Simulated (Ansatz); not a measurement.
`[NH2][GeH2][Si](N)(O)O`, charge 0, multiplicity 1.

**Question.** Give a relaxed structure at PBE0-D4/def2-TZVP (the Gaussian-basis code of Ansatz). (Estimate.)

**Answer.** The calculation gave: 
Z-matrix (Å, degrees):
```
Ge
Si 1 2.386
N 1 1.853 2 104.9
H 1 1.557 2 112.0 3 -123.3
H 1 1.542 2 114.5 3 115.7
O 2 1.645 1 108.5 3 22.9
N 2 1.702 1 107.7 3 144.9
O 2 1.646 1 113.5 3 -92.0
H 3 1.012 1 112.2 2 -55.3
H 3 1.011 1 114.2 2 -178.8
H 6 0.960 2 115.7 1 -84.2
H 7 1.007 2 120.0 1 -30.2
H 7 1.009 2 121.1 1 -177.6
H 8 0.958 2 116.7 1 -63.4
```
This is one stationary point; other conformers may exist.
